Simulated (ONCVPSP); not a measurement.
## Potentials for boron compared

Generated with ld1.x 7.5 (TM, RRKJ, ultrasoft, PAW), atompaw 4.2 or ONCVPSP 4.0.1. The cutoff is in Ry: for ld1.x and atompaw files where the sum of valence levels is converged to 10 mRy in a Bessel basis, for ONCV files where the hardest occupied wave has 1 mHa per electron of residual kinetic energy. The error is the largest all-electron minus pseudo excitation energy over each file’s own four to seven test configurations (ionisations up to +4, promotions, holes and added fractions of an electron), all of which were solved. The labels leave out finer settings (local radius, basis sizes, second energies), which also bear on the numbers. Spin-polarised tests are not counted. The rows are a selection from randomly drawn settings: files with unsolved tests, undetermined cutoffs or missed reference levels are left out.

A true bound ghost makes a file unfit for plane-wave use even where its test errors are small: the radial tests pick states by their node count and pass the ghost by.

```tsv
potential	cutoff (Ry)	largest error (meV)	bound ghosts
ONCV, PBE, scalar-relativistic, rc 1.10/2.90/2.20 (spd), local smoothed, core correction yes, reference 2s2 2p0.5, qcut 7.6/5.2/4.7, projectors 1/1/1	24	+129	none
ONCV, PBEsol, scalar-relativistic, rc 1.30/3.45/3.00 (spd), local smoothed, core correction yes, reference 2s2 2p0.5, qcut 5.8/4.4/2.9, projectors 2/2/3	25	+207	none
ONCV, PBE, scalar-relativistic, rc 1.30/3.40 (sp), local smoothed, core correction yes, reference 2s2 2p1, qcut 5.3/4.1, projectors 2/2	23	+444	none
ONCV, PBE, scalar-relativistic, rc 1.25/3.05 (sp), local smoothed, core correction yes, reference 2s2 2p1, qcut 4.8/4.6, projectors 2/2	24	+302	p
```

**Question.** Fill in the row for B: ONCV, PBEsol, scalar-relativistic, rc 1.00/0.95/1.05 (spd), local smoothed, core correction no, reference 2s1, qcut 6.7/10/10.2, projectors 2/2/1.

**Answer.** cutoff 33 Ry, largest error +139 meV, bound ghosts: s.

**Question.** Fill in the row for B: ONCV, PBEsol, scalar-relativistic, rc 1.20/0.95/0.95 (spd), local d, core correction yes, reference 2s1, qcut 5/9.3/11.2, projectors 1/2/0.

**Answer.** cutoff 25 Ry, largest error +72 meV, bound ghosts: none.
